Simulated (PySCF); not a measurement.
Cu: excitation energy

Cu [Ar] 3d10 4s1 (2S) → Cu [Ar] 3d9 4s1 4p1 (high-spin determinant), as a difference of total energies. Computed with PySCF 2.14 in ANO-RCC-VTZP (6s5p3d2f1g, 59 functions), with scalar relativity by spin-free X2C-1e. Correlated levels: valence and next inner shell: [Ne] frozen. The calculations carry no spin-orbit coupling.

| method | excitation energy (eV) |
| --- | --- |
| UHF | 2.231 |
| MP2 (valence and next inner shell) | 6.415 |
| SCS-MP2 (valence and next inner shell) | 5.916 |
| CCSD (valence and next inner shell) | 4.820 |
| CCSD(T) (valence and next inner shell) | 5.074 |

Question: How much does correlation contribute at CCSD(T) (valence and next inner shell)?

Answer: 5.074 − (2.231) = 2.843 eV, measured against UHF.

A first-order spin-orbit estimate (lowest level to lowest level, LS coupling) adds -0.086 eV.

The basis was made for the ground configuration and has no added diffuse functions, so the excitation energy can come out too high.

The determinant of the upper state mixes LS terms, which raises its energy above the lowest term, most at the Hartree-Fock and MP2 levels.
